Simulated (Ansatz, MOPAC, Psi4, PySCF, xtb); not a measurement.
Complex: N2 (SMILES N#N) (first 2 atoms) with CH2O (SMILES C=O); geometry from B3LYP-D3(BJ)/def2-TZVP, rigid monomers moved along the line of their centres of mass till N2···C3 is 4.46 Å.
(charge 0, multiplicity 1):
```
atom    x (Å)    y (Å)    z (Å)
----  -------  -------  -------
N     -0.3431   0.1055  -0.8559
N      0.2646  -0.0814   0.0303
C      0.5871  -0.2831   4.4728
O     -0.4586  -0.0144   4.9942
H      0.8559  -1.3199   4.1928
H      1.3442   0.4900   4.2394
```

```json
[
 {"level": "AM1", "interaction energy (kJ/mol)": "-0.8", "minus CCSD(T)/CBS(aug-cc-pVDZ, aug-cc-pVTZ)": "0.3", "cost": "-"},
 {"level": "PM7", "interaction energy (kJ/mol)": "-2.4", "minus CCSD(T)/CBS(aug-cc-pVDZ, aug-cc-pVTZ)": "-1.3", "cost": "-"},
 {"level": "GFN1-xTB", "interaction energy (kJ/mol)": "-0.6", "minus CCSD(T)/CBS(aug-cc-pVDZ, aug-cc-pVTZ)": "0.5", "cost": "-"},
 {"level": "GFN2-xTB", "interaction energy (kJ/mol)": "-1.2", "minus CCSD(T)/CBS(aug-cc-pVDZ, aug-cc-pVTZ)": "-0.1", "cost": "-"},
 {"level": "BP86/6-31G* (no counterpoise)", "interaction energy (kJ/mol)": "-0.3", "minus CCSD(T)/CBS(aug-cc-pVDZ, aug-cc-pVTZ)": "0.8", "cost": "-"},
 {"level": "r2SCAN/def2-TZVPPD", "interaction energy (kJ/mol)": "-0.7", "minus CCSD(T)/CBS(aug-cc-pVDZ, aug-cc-pVTZ)": "0.4", "cost": "×2"},
 {"level": "r2SCAN-D3(BJ)/def2-TZVPPD", "interaction energy (kJ/mol)": "-1.1", "minus CCSD(T)/CBS(aug-cc-pVDZ, aug-cc-pVTZ)": "0.0", "cost": "×2"},
 {"level": "B3LYP/6-31G*", "interaction energy (kJ/mol)": "-0.5", "minus CCSD(T)/CBS(aug-cc-pVDZ, aug-cc-pVTZ)": "0.7", "cost": "-"},
 {"level": "B3LYP/6-31G* (no counterpoise)", "interaction energy (kJ/mol)": "-0.6", "minus CCSD(T)/CBS(aug-cc-pVDZ, aug-cc-pVTZ)": "0.6", "cost": "-"},
 {"level": "B3LYP-D3(BJ)/def2-TZVPPD", "interaction energy (kJ/mol)": "-1.1", "minus CCSD(T)/CBS(aug-cc-pVDZ, aug-cc-pVTZ)": "0.1", "cost": "×2"},
 {"level": "B3LYP-D4/def2-TZVPPD", "interaction energy (kJ/mol)": "-0.8", "minus CCSD(T)/CBS(aug-cc-pVDZ, aug-cc-pVTZ)": "0.3", "cost": "×2"},
 {"level": "M06-2X/6-31G* (no counterpoise)", "interaction energy (kJ/mol)": "-1.0", "minus CCSD(T)/CBS(aug-cc-pVDZ, aug-cc-pVTZ)": "0.2", "cost": "-"},
 {"level": "wB97X-V/def2-TZVPPD", "interaction energy (kJ/mol)": "-1.1", "minus CCSD(T)/CBS(aug-cc-pVDZ, aug-cc-pVTZ)": "0.0", "cost": "×3"},
 {"level": "wB97M-V/def2-TZVPPD", "interaction energy (kJ/mol)": "-1.1", "minus CCSD(T)/CBS(aug-cc-pVDZ, aug-cc-pVTZ)": "0.0", "cost": "×4"},
 {"level": "MP2/6-31G* (no counterpoise)", "interaction energy (kJ/mol)": "-1.1", "minus CCSD(T)/CBS(aug-cc-pVDZ, aug-cc-pVTZ)": "0.0", "cost": "-"},
 {"level": "MP2/aug-cc-pVDZ", "interaction energy (kJ/mol)": "-1.2", "minus CCSD(T)/CBS(aug-cc-pVDZ, aug-cc-pVTZ)": "-0.1", "cost": "-"},
 {"level": "CCSD/aug-cc-pVDZ", "interaction energy (kJ/mol)": "-1.0", "minus CCSD(T)/CBS(aug-cc-pVDZ, aug-cc-pVTZ)": "0.1", "cost": "-"},
 {"level": "CCSD(T)/aug-cc-pVTZ", "interaction energy (kJ/mol)": "-1.1", "minus CCSD(T)/CBS(aug-cc-pVDZ, aug-cc-pVTZ)": "0.0", "cost": "×90*"},
 {"level": "CCSD(T)/CBS(aug-cc-pVDZ, aug-cc-pVTZ)", "interaction energy (kJ/mol)": "-1.1", "minus CCSD(T)/CBS(aug-cc-pVDZ, aug-cc-pVTZ)": "0.0", "cost": "×90*"},
 {"level": "SAPT0/jun-cc-pV(D+d)Z", "interaction energy (kJ/mol)": "-1.1", "minus CCSD(T)/CBS(aug-cc-pVDZ, aug-cc-pVTZ)": "0.0", "cost": "-"}
]
```

 The comparison column counts from a level with limits of its own.

The rows run from -2.4 (PM7) to -0.3 kJ/mol (BP86/6-31G* (no counterpoise)). The dispersion term adds -0.4 in r2SCAN-D3(BJ). The 3 functionals in def2-TZVPPD without D3 or D4 span 0.4, from wB97M-V to r2SCAN.

Counterpoise-corrected where a basis set is named; no monomer relaxation. Rows marked so take none.

Correlated levels freeze the cores. CBS(a, b) extrapolates the correlation energy as X⁻³ and adds the Hartree–Fock energy of set b. Rows in 6-31G* carry no dispersion term and start afresh at each structure (6-31G* with six Cartesian d functions). MP2/6-31G* freezes PySCF's default core. The state that AM1, PM7 reach isn't checked; PM7 holds dispersion and hydrogen-bond terms.

Programs: Ansatz (a first-principles code) with Gaussian orbitals; MOPAC for AM1, PM7 (differences of heats of formation); Psi4 for SAPT; PySCF for 6-31G* rows, the dispersion terms; xtb for the GFN methods. 

Costs are rough ratios of core time to PBE/def2-TZVPPD (about 4 s over the structures, on one shared machine); a dash marks a level with no comparable run of its own. A star marks coupled-cluster runs past 200 virtual orbitals, where the program's memory plan changes under this machine's limit, so their costs aren't comparable with smaller runs.
